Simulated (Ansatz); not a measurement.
Mulliken charges of CH4F2GeO (`O[CH](F)[GeH2][F]`) from PBE/def2-TZVPP in Ansatz (PBE0-D4/def2-TZVP geometry).

```tsv
atom	x (Å)	y (Å)	z (Å)	charge (e)
O1	-1.644	-0.292	0.029	-0.260
C2	-0.494	0.293	0.506	0.072
F3	-0.246	-0.118	1.807	-0.181
Ge4	0.993	-0.307	-0.662	0.466
F5	2.367	0.650	-0.179	-0.349
H6	-2.411	0.081	0.477	0.198
H7	-0.564	1.387	0.549	0.090
H8	0.732	0.035	-2.135	-0.022
H9	1.355	-1.774	-0.409	-0.014
```

**Question.** By hand: the dipole of these point charges (1 e Å = 4.8032 D).

**Answer.** Σ q r = (-0.490, -0.087, -0.348) e Å, of length 0.607 e Å = 2.92 D.

**Question.** How does the dipole of the full density compare? (An estimate is asked.)

**Answer.** Computed: (-0.520, 0.073, -0.170) e Å, 2.65 D; the point charges give 1.10 times that, at 23° from its direction.

Point charges leave out the atoms' own dipoles, such as those of lone pairs, and Mulliken's split depends on the basis, so the two needn't agree.
